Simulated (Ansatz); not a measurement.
Mulliken charges of `O[SiH2]O[SiH2]Cl` from r2SCAN/def2-TZVPP in Ansatz (PBE0-D4/def2-TZVP geometry).

```json
{"atom": "O1", "x (Å)": "1.148", "y (Å)": "1.697", "z (Å)": "0.314", "charge (e)": "-0.408"}
{"atom": "Si2", "x (Å)": "1.401", "y (Å)": "0.082", "z (Å)": "0.318", "charge (e)": "0.610"}
{"atom": "O3", "x (Å)": "0.177", "y (Å)": "-0.730", "z (Å)": "-0.421", "charge (e)": "-0.418"}
{"atom": "Si4", "x (Å)": "-1.427", "y (Å)": "-0.716", "z (Å)": "-0.632", "charge (e)": "0.596"}
{"atom": "Cl5", "x (Å)": "-2.295", "y (Å)": "0.521", "z (Å)": "0.774", "charge (e)": "-0.275"}
{"atom": "H6", "x (Å)": "0.436", "y (Å)": "2.042", "z (Å)": "0.855", "charge (e)": "0.205"}
{"atom": "H7", "x (Å)": "2.629", "y (Å)": "-0.149", "z (Å)": "-0.466", "charge (e)": "-0.077"}
{"atom": "H8", "x (Å)": "1.504", "y (Å)": "-0.441", "z (Å)": "1.702", "charge (e)": "-0.095"}
{"atom": "H9", "x (Å)": "-1.971", "y (Å)": "-2.073", "z (Å)": "-0.422", "charge (e)": "-0.067"}
{"atom": "H10", "x (Å)": "-1.777", "y (Å)": "-0.173", "z (Å)": "-1.960", "charge (e)": "-0.070"}
```

Task: By hand: the dipole of these point charges (1 e Å = 4.8032 D).

Result: Σ q r = (0.093, -0.284, -0.133) e Å, of length 0.327 e Å = 1.57 D.

Task: How does the dipole of the full density compare? (Best estimate.)

Result: Ansatz gave: (-0.081, -0.093, 0.026) e Å, 0.61 D; the point charges give 2.57 times that, at 68° from its direction.

Point charges leave out the atoms' own dipoles, such as those of lone pairs, and Mulliken's split depends on the basis, so the two needn't agree.
